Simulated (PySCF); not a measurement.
Electron correlation in Kr⁺ (krypton, charge +1)

[Ar] 3d10 4s2 4p5, 2P determinant. Computed with PySCF 2.14 in jorge-DZP-DKH (8s6p2d1f, 43 functions), with the spin-free X2C one-electron Hamiltonian (Gaussian nucleus). Frozen: [Ar] 3d10; 7 electrons correlated.

MP2 pair energies summed by pair of shells (mhartree):

```tsv
pair	energy	share (%)
4p-4p	-21.85	50.9
4s-4p	-17.16	40.0
4s-4s	-3.90	9.1
```

Total MP2 correlation energy: -42.92 mhartree.

Same-spin part -9.36 and opposite-spin part -33.55 mhartree; SCS-MP2 scales them by 1/3 and 6/5 to -43.39 mhartree.

```json
{"level": "CCSD", "correlation energy (mhartree)": "-49.04"}
{"level": "(T)", "correlation energy (mhartree)": "-0.40"}
{"level": "CCSD(T)", "correlation energy (mhartree)": "-49.44"}
```

Diagnostics: T1 = 0.0010, D1 = 0.0021, largest double amplitude 0.030.

Problem. Is a single reference adequate?

Solution. Yes, within this model without spin-orbit coupling: T1 lies below 0.03 and no double amplitude reaches 0.07.
